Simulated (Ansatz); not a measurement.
`C=N[CH2][GeH3]` and `C=NC[SiH2]C` differ in one atom or group.

Ansatz, PBE0-D4/def2-TZVP geometries, multiplicity 1. Each molecule was computed in one conformer, which needn't be the lowest.

Scalar relativity is left out up to krypton.

| property | `C=N[CH2][GeH3]` |
| --- | --- |
| HOMO energy (PBE/def2-TZVPP) / eV | -5.97 |
| HOMO–LUMO gap (PBE/def2-TZVPP) / eV | 4.39 |
| LUMO energy (B3LYP/def2-TZVPP) / eV | -0.76 |
| size of the dipole moment (B3LYP/def2-TZVPP) / D | 1.43 |
| HOMO energy (B3LYP/def2-TZVPP) / eV | -7.24 |
| size of the dipole moment (PBE/def2-TZVPP) / D | 1.33 |

Problem. What does the change do to each property? (Estimate.)

Solution. Computed: 
| property | `C=NC[SiH2]C` | shift |
| --- | --- | --- |
| HOMO energy (PBE/def2-TZVPP) / eV | -5.90 | 0.07 |
| HOMO–LUMO gap (PBE/def2-TZVPP) / eV | 4.41 | 0.02 |
| LUMO energy (B3LYP/def2-TZVPP) / eV | -0.67 | 0.09 |
| size of the dipole moment (B3LYP/def2-TZVPP) / D | 0.68 | -0.75 |
| HOMO energy (B3LYP/def2-TZVPP) / eV | -7.17 | 0.07 |
| size of the dipole moment (PBE/def2-TZVPP) / D | 0.54 | -0.79 |

Dipoles are sizes alone; their direction can turn.

B3LYP here is the variant with VWN-RPA as its local correlation; programs differ in this.
